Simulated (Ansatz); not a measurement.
All numbers were calculated with Ansatz.

A structure relaxed at PBE0-D4/def2-TZVP, charge 0, multiplicity 1:

```xyz
29

C     0.208    1.397    2.220
C    -0.986    1.096    1.325
C    -1.273    2.259    0.387
C    -2.214    0.759    2.159
Sn   -0.547   -0.665    0.146
F    -2.212   -1.079   -0.752
F    -0.397   -2.092    1.446
C     0.981   -1.102   -1.323
C     0.823   -0.143   -2.495
C     0.750   -2.540   -1.768
C     2.349   -0.952   -0.674
H    -0.023    2.260    2.858
H     1.104    1.649    1.646
H     0.447    0.558    2.878
H    -0.404    2.527   -0.221
H    -2.108    2.046   -0.285
H    -1.543    3.145    0.976
H    -2.034   -0.086    2.827
H    -2.479    1.626    2.779
H    -3.078    0.520    1.534
H     1.562   -0.387   -3.269
H    -0.167   -0.216   -2.953
H     0.990    0.898   -2.205
H     0.840   -3.242   -0.937
H     1.504   -2.811   -2.519
H    -0.235   -2.673   -2.221
H     3.129   -1.217   -1.399
H     2.544    0.075   -0.350
H     2.467   -1.611    0.190
```

Give its formula and SMILES.

C8H18F2Sn, `C[C](C)(C)[Sn]([F])([F])[C](C)(C)C`.

Point group (tolerance 0.08 Å, 0.16 Å for H)?

C2v.

Summarise the bond lengths by kind.

6 × C–C 1.522 Å; 18 × C–H 1.092 to 1.098 Å; 2 × C–Sn 2.164 Å; 2 × F–Sn 1.936 Å.
